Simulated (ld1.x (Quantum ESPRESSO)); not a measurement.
## rhodium (Rh), TM: configuration errors across variants

- Element: rhodium
- Generator: ld1.x (Quantum ESPRESSO) 7.5
- Type: norm-conserving Troullier–Martins (Kleinman–Bylander form)
- Functional: PBE
- Relativity: scalar-relativistic
- Frozen core: [Ar] 3d10 4s2
- Valence charge: 15
- Reference configuration: 4p6 4d6 5s0 5p0 (charge +3)
- Partial waves: 4p (bound): rc 1.40 bohr; 4d (bound): rc 1.65 bohr; 5s (bound, empty): rc 2.35 bohr
- Local potential: the s channel
- Core correction: a·sin(br)/r model core inside 0.80 bohr

All-electron excitation energies from the reference (eV): (1) 4p6 4d8 5s1 5p0 -59.476; (2) 4p6 4d8 5s0 5p0 -52.016; (3) 4p6 4d7 5s0 5p0 -32.505; (4) 4p6 4d5 5s0 5p0 46.946; (5) 4p6 4d8.5 5s0.5 5p0 -60.107; (6) 4p6 4d8 5s0.5 5p0 -56.557; (7) 4p6 4d7 5s1 5p0 -48.349.

Errors AE − PS in meV (a dash: test not solved or not reliable):

| change | (1) | (2) | (3) | (4) | (5) | (6) | (7) | bound ghosts |
| --- | --- | --- | --- | --- | --- | --- | --- | --- |
| base | -333 | -443 | -131 | -160 | -533 | -385 | -83 | none |
| wave 4p (bound): rc 1.40 bohr becomes 4p (bound): rc 0.92 bohr | -335 | -445 | -132 | -162 | -535 | -386 | -84 | none |
| wave 4p (bound): rc 1.40 bohr becomes 4p (bound): rc 1.04 bohr | -335 | -445 | -132 | -162 | -536 | -386 | -84 | none |
| wave 4p (bound): rc 1.40 bohr becomes 4p (bound): rc 1.18 bohr | -335 | -445 | -132 | -162 | -535 | -386 | -84 | none |
| wave 4p (bound): rc 1.40 bohr becomes 4p (bound): rc 1.32 bohr | -334 | -444 | -131 | -161 | -534 | -385 | -83 | none |
| wave 4p (bound): rc 1.40 bohr becomes 4p (bound): rc 1.46 bohr | -333 | -443 | -131 | -160 | – | -384 | -83 | none |
| wave 4p (bound): rc 1.40 bohr becomes 4p (bound): rc 1.66 bohr | -331 | -440 | -130 | -158 | -530 | -382 | -82 | none |
| wave 4p (bound): rc 1.40 bohr becomes 4p (bound): rc 1.82 bohr | -330 | -438 | -129 | -157 | -528 | -381 | -82 | none |
| wave 4p (bound): rc 1.40 bohr becomes 4p (bound): rc 1.92 bohr | -330 | -438 | -129 | -157 | -528 | -380 | -82 | none |

**Question.** Give the same row for: wave 4p (bound): rc 1.40 bohr becomes 4p (bound): rc 2.12 bohr.

**Answer.** -330, -439, -129, -157, -529, -381, -82; bound ghosts: none.
